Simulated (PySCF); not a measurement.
From computed data to an observable: entropy of an ideal gas

BiH3, SMILES [BiH3].

Geometry optimised at B3LYP-D3(BJ)/def2-TZVPD. The def2 effective core potentials stand for the cores of Bi; spin–orbit coupling is left out.

B3LYP-D3(BJ)/def2-TZVPD run with PySCF gives the harmonic wavenumbers 758, 771, 771, 1793, 1801, 1801 cm⁻¹ and the rotational temperatures 3.7695, 3.7695, 3.6954 K. The molar mass is 212.00 g/mol, the symmetry number 3, the spin multiplicity 1.

Problem. Work out the entropy at 298.15 K and 1 atm in the rigid-rotor, harmonic-oscillator model.

Solution. 
Translation (Sackur–Tetrode at 1 atm): S = R[1.5 ln M + 2.5 ln T − 1.16487] = 175.6 J/(mol K).
Rotation: q = (√π/σ) T^1.5/√(θA θB θC) = 420, S = R[ln q + 3/2] = 62.7 J/(mol K).
Vibration: with u = 1.4388 ν/T, each mode gives R[u/(e^u − 1) − ln(1 − e^−u)]:
| ν (cm⁻¹) | modes | u | S (J/(mol K)) |
|---|---|---|---|
| 758 | 1 | 3.66 | 1.02 |
| 771 | 2 | 3.72 | 1.94 |
| 1793 | 1 | 8.65 | 0.01 |
| 1801 | 2 | 8.69 | 0.03 |
These are all the modes. Sum 3.0 J/(mol K).
Spin: R ln 1 = 0.0 J/(mol K).
Total 241.2 J/(mol K); the program's own thermochemistry gives 241.2. Translation makes up 73 % and vibration 1 %. Anharmonicity, hindered rotation and orbital degeneracy are left out.
